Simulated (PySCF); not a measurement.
System: C$_{2}$H$_{5}$F$_{2}$Si, net charge 0, doublet state. It need not be the lowest isomer of its formula. SMILES: [CH2][Si](F)(C)F
Coordinates optimised at B3LYP-D3(BJ)/def2-TZVP (Ansatz):
```xyz
10

Si    -0.0357     0.0139    -0.0021
F     -0.0241     1.2209     1.0483
F     -0.0918     0.6690    -1.4608
C     -1.5596    -0.9646     0.2525
C      1.5532    -0.9176     0.1614
H     -2.0006    -1.1126     1.2316
H     -2.0741    -1.4647    -0.5599
H      1.6473    -1.3517     1.1586
H      1.6044    -1.7283    -0.5678
H      2.4043    -0.2536    -0.0044
```
Charge 0, spin multiplicity 2.

Dispersion corrections to the total energy (kcal/mol) from the dftd3 and dftd4 libraries through PySCF: D3(BJ) without and D4 with the three-body term, each with the damping fitted for the functional named.

```csv
functional,D3(BJ),D4
BLYP,-9.15,-9.78
HF,-34.46,-15.84
PBE,-4.24,[?]
HSE06,-2.82,-3.44
CAM-B3LYP,-3.37,[?]
r2SCAN,[?],-1.07
B2GP-PLYP,-3.01,-1.84
```

Problem. Fill in the missing entries.

Solution. 
- PBE, D4: -4.41
- CAM-B3LYP, D4: -3.73
- r2SCAN, D3(BJ): -1.18
